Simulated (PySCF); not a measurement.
## Tb(III) with more and more H2O

Computed with PySCF 2.14.0, PBE0, def2-SVP on the ligands, density fitting, scalar-relativistic core potentials, no spin-orbit coupling, vacuum. The metal has lcecp-1-SVP with ECP54. Each complex is relaxed within the symmetry of its template. Distances are means of the shortest metal–ligand contacts, charges and spins Mulliken's; removal energies are rigid, with the ligand's formal charge and no counterpoise, so too large; for an anion taken off a cation in vacuum most of it is the attraction of opposite charges, and multiply charged cations can part far more cheaply with an electron moved from ligand to metal. lcecp potentials hold a fixed number of 4f electrons in the core, out of states, spins and gaps.

```
     complex  point group  M–H2O (Å)  charge on M (e)  removal of one H2O (eV)  strongest infrared band, degenerate modes summed (cm⁻¹)    unstable modes (below −25 cm⁻¹)
 [Tb(H2O)]3+          C2v      2.185             2.55                     5.17                                                     3393                                  0
[Tb(H2O)3]3+           D3      2.262             1.97                     3.82                                                     3567  0 (lowest -19 cm⁻¹, within noise)
[Tb(H2O)4]3+           S4      2.291             1.76                     3.41                                                        –                          not given
```

Q: What does the calculation give for [Tb(H2O)2]3+?

A: point group: C1, M–H2O (Å): 2.224, charge on M (e): 2.23, removal of one H2O (eV): 4.39, strongest infrared band, degenerate modes summed (cm⁻¹): 3485, unstable modes (below −25 cm⁻¹): 0.
```xyz
7

Tb    0.3455    1.0620   -0.0128
O     0.0161   -0.1567    1.8162
H     0.2841    0.0507    2.7515
H    -0.4476   -1.0302    1.9094
O    -0.0865   -0.1739   -1.8128
H     0.3124   -1.0437   -2.0826
H    -0.7010    0.0268   -2.5688
```

The more ligands, the longer each bond and the weaker the last ligand is held.

Members with unstable modes aren't minima as they stand: saddle points kept by symmetry or, where the modes are soft, flat surfaces and noise. Moved off a saddle point of the template and relaxed again: [Tb(H2O)2]3+, [Tb(H2O)3]3+, [Tb(H2O)4]3+. One start shape was tried for each, so a minimum needn't be the lowest isomer.
